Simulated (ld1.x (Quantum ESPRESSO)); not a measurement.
## What the settings do to the TM potential of iodine (I)

Base potential:

iodine (I), norm-conserving Troullier–Martins (Kleinman–Bylander form), made with ld1.x (Quantum ESPRESSO) 7.5 (PBE, scalar-relativistic). Core [Kr], reference 4d10 5s2 5p3.5 (charge +1.5). Waves: 5s (bound): rc 1.35 bohr; 4d (bound): rc 1.20 bohr; 5p (bound): rc 2.10 bohr. Local part: the p channel. Core correction: a·sin(br)/r model core, default radius (core density twice the valence density).

Cutoffs, loose and tight: the cutoffs (Ry, on a coarse ladder) from which the occupation-weighted sum of valence levels, in a spherical-Bessel basis at the reference potential, stays within 10 and 1 mRy of its value at 400 Ry. They do not see the model core or the augmentation charge, which bear on the density cutoff. Test errors are all-electron minus pseudo excitation energies from the reference, over the configurations 4d10 5s2 5p5; 4d10 5s2 5p4; 4d10 5s2 5p3; 4d10 5s2 5p4.5; 4d10 5s2 5p2; 4d9 5s2 5p5; 4d9 5s2 5p6. A dash means not determined; rows that change the core or the reference have their own tests. The largest error is taken over the tests solved by every variant that gives reliable tests at all: 4d10 5s2 5p3; 4d10 5s2 5p4; 4d10 5s2 5p4.5; 4d10 5s2 5p5.

A true bound ghost makes a file unfit for plane-wave use even where its test errors are small: the radial tests pick states by their node count and pass the ghost by. Where a test does run into it, the solver fails or the error is huge.

| change | outcome | cutoff, loose | cutoff, tight | bound ghosts | largest test error (meV) |
| --- | --- | --- | --- | --- | --- |
| base | generated | 120 Ry | 200 Ry | none | +12 |
| all radii but the core radius scaled by about 1.10 (s 1.48, p 2.30, d 1.32 bohr) | generated | 110 Ry | 180 Ry | none | +15 |
| all radii but the core radius scaled by about 1.17 (s 1.58, p 2.46, d 1.40 bohr) | generated | 110 Ry | 180 Ry | none | +19 |
| all radii but the core radius scaled by about 1.26 (s 1.70, p 2.64, d 1.52 bohr) | generated | 100 Ry | 180 Ry | s | +31 |
| all radii but the core radius scaled by about 1.36 (s 1.84, p 2.86, d 1.64 bohr) | generated | 90 Ry | 160 Ry | s | -14 |

Question: What comes out with this change to the base: all radii but the core radius scaled by about 0.80 (s 1.08, p 1.68, d 0.96 bohr)?

Answer: outcome: generated; cutoff, loose: over 300 Ry; cutoff, tight: over 300 Ry; bound ghosts: s; largest test error (meV): +6.9.

Question: What comes out with this change to the base: all radii but the core radius scaled by about 0.86 (s 1.16, p 1.82, d 1.04 bohr)?

Answer: outcome: generated; cutoff, loose: 180 Ry; cutoff, tight: 260 Ry; bound ghosts: none; largest test error (meV): +11.

Reading the sweep of the scale of all radii but the core radius (base = 1) (base included, trends over the rows without a ghost): The loose cutoff falls from 180 Ry at 0.86 to 110 Ry at 1.17. A larger radius leaves more room for a smooth pseudo-wave, so fewer plane waves are needed; a smaller one forces it to follow the all-electron wave where it bends sharply. The median size of the test errors (rows with all tests solved) rises from 6.9 meV at 0.86 to 11.4 meV at 1.17. More of the atom is replaced by a form fitted at one configuration, so other configurations suffer as the radius grows. Bound ghosts are found at 0.8, 1.26, 1.36.
